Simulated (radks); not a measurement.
Problem. Species: neutral promethium. Configuration: [Xe] 4f5 6s2. Method: Dirac Kohn-Sham, PBE, spin-unpolarised, spherical densities, point nucleus; open shells fill j = l - 1/2 first; computed with a radial shooting solver on a logarithmic mesh with Libxc functionals. Some entries of the table are withheld. Estimate them.

orbital  occ.  eigenvalue (hartree)  <1/r> (bohr^-1)
1s1/2       2             -1653.015            67.44
2s1/2       2             -268.6197            15.99
2p1/2       2             -254.3580            15.97
2p3/2       4             -233.7691            14.30
3s1/2       2             -58.56434            5.804
3p1/2       2                   (1)            5.718
3p3/2       4                   (2)            5.297
3d3/2       4             -37.70415            5.169
3d5/2       6             -36.80702            5.063
4s1/2       2             -11.63725            2.414
4p1/2       2              -9.31346            2.308
4p3/2       4              -8.41044            2.167
4d3/2       4              -4.59118            1.946
4d5/2       6              -4.43075            1.911
5s1/2       2              -1.53375           0.9217
5p1/2       2              -0.91490           0.8069
5p3/2       4              -0.79513           0.7562
6s1/2       2              -0.12999           0.2860
4f5/2       5              -0.08242              (3)
4f7/2       0              -0.06531              (4)

Solution. 
(1) 3p1/2 eigenvalue (hartree): -52.45432
(2) 3p3/2 eigenvalue (hartree): -48.31427
(3) 4f5/2 <1/r> (bohr^-1): 1.305
(4) 4f7/2 <1/r> (bohr^-1): 1.286
